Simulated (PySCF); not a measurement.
## C₆ coefficients of unlike pairs at UHF

Calculated with PySCF 2.14 from the dipole response of each species, C₆(A,B) = (3/π) ∫ α_A(iu) α_B(iu) du, in atomic units, from isotropic polarisabilities. For ions this is the dispersion term alone; charge-induced terms of lower order in 1/R come first.

```
species       configuration                                    basis      relativity  α (bohr³)  C₆ (like pair)
    P³⁺       [Ne] 3s2 (1S)              aug-cc-pwCVQZ (10s9p7d5f3g)            none      7.166           18.77
   As³⁺  [Ar] 3d10 4s2 (1S)  aug-cc-pVTZ-PP with ECP10MDF (6s5p4d2f)  core potential      7.724           23.94
   Be²⁺            1s2 (1S)                  aug-cc-pVDZ-DK (4s3p2d)   spin-free X2C    0.01986        0.001386
    N²⁺   [He] 2s2 2p1 (2P)                   aug-cc-pwCVDZ (5s4p2d)            none      2.725           3.870
```

(1) Estimate C₆ for Be²⁺ with P³⁺.

No spin-orbit coupling is included.

The other pairs:

| pair | C₆ |
| --- | --- |
| N²⁺, P³⁺ | 8.348 |
| N²⁺, As³⁺ | 9.509 |
| Be²⁺, As³⁺ | 0.1174 |
| N²⁺, Be²⁺ | 0.05360 |
| As³⁺, P³⁺ | 21.16 |

Answers

(1) The integral gives 0.1007. The combination rule 2 C_A C_B / (C_A α_B/α_A + C_B α_A/α_B) gives 0.09425 and the geometric mean 0.1613.
